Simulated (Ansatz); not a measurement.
`C[Si](C)(C)O[Si](C)(C)O[Si](C)(C)O[Si](C)(C)O[Si](C)(C)O[Si](C)(C)O[Si](C)(C)C` with charge +1. Charge 1, multiplicity 2. Geometry PBE-D4/def2-SVP.

```xyz
77

C    -2.619   -5.867    1.011
Si   -1.695   -4.300    0.538
C    -0.574   -4.557   -0.947
C    -2.900   -2.861    0.262
O    -0.712   -3.866    1.849
Si   -0.195   -2.762    2.980
C    -1.649   -1.977    3.874
C     0.993   -3.646    4.136
O     0.631   -1.519    2.203
Si    1.527   -1.111    0.853
C     2.854   -2.422    0.591
C     2.208    0.610    1.135
O     0.503   -1.114   -0.481
Si    0.371   -0.629   -2.092
C     1.631   -1.572   -3.112
C    -1.393   -0.910   -2.634
O     0.679    1.019   -2.160
Si    1.662    2.317   -2.557
C     0.801    3.308   -3.899
C     3.375    1.730   -3.044
O     1.842    3.282   -1.199
Si    1.168    4.139    0.071
C     2.494    4.395    1.364
C     0.484    5.766   -0.603
O    -0.096    3.281    0.749
Si   -1.699    2.735    0.633
C    -2.742    3.846    1.739
C    -2.255    2.783   -1.163
C    -1.715    0.960    1.288
H    -1.905   -6.684    1.238
H    -3.253   -5.700    1.905
H    -3.273   -6.200    0.180
H     0.140   -5.385   -0.761
H     0.008   -3.635   -1.145
H    -1.157   -4.810   -1.856
H    -3.533   -3.057   -0.627
H    -3.562   -2.736    1.141
H    -2.327   -1.927    0.099
H    -2.285   -1.437    3.144
H    -2.253   -2.756    4.380
H    -1.288   -1.255    4.633
H     0.463   -4.446    4.689
H     1.817   -4.104    3.554
H     1.418   -2.925    4.862
H     3.512   -2.488    1.481
H     2.373   -3.407    0.425
H     3.475   -2.175   -0.293
H     1.360    1.311    1.266
H     2.811    0.942    0.266
H     2.843    0.632    2.043
H     2.666   -1.370   -2.770
H     1.452   -2.664   -3.039
H     1.562   -1.288   -4.182
H    -1.534   -0.560   -3.677
H    -1.653   -1.986   -2.592
H    -2.102   -0.355   -1.988
H    -0.215    3.604   -3.572
H     0.707    2.700   -4.822
H     1.380    4.223   -4.137
H     4.025    2.599   -3.270
H     3.844    1.155   -2.220
H     3.328    1.085   -3.944
H     3.348    4.957    0.937
H     2.085    4.964    2.223
H     2.860    3.414    1.726
H     1.311    6.353   -1.050
H     0.024    6.353    0.217
H    -0.280    5.572   -1.382
H    -2.710    4.893    1.376
H    -3.800    3.512    1.738
H    -2.371    3.826    2.783
H    -3.278    2.368   -1.267
H    -2.278    3.824   -1.545
H    -1.571    2.187   -1.800
H    -2.761    0.595    1.337
H    -1.131    0.305    0.611
H    -1.271    0.914    2.302
```

Single mean-field runs in def2-SVP are fitted with def2-universal-jkfit.

Q: Estimate the α-spin orbital energies around the gap (eV) in Ansatz with PBE-D4/def2-SVP, PBE0-D4/def2-SVP.

A: 
```
orbital  PBE-D4/def2-SVP  PBE0-D4/def2-SVP
 HOMO−5            -9.50            -10.95
 HOMO−4            -9.46            -10.94
 HOMO−3            -9.33            -10.79
 HOMO−2            -9.26            -10.63
 HOMO−1            -9.19            -10.62
   HOMO            -9.12            -10.53
   LUMO            -2.61             -1.80
 LUMO+1            -2.11             -1.29
 LUMO+2            -1.98             -1.15
 LUMO+3            -1.88             -0.99
 LUMO+4            -1.77             -0.87
 LUMO+5            -1.72             -0.78
 β HOMO            -9.07            -10.11
 β LUMO            -8.97             -9.44
```
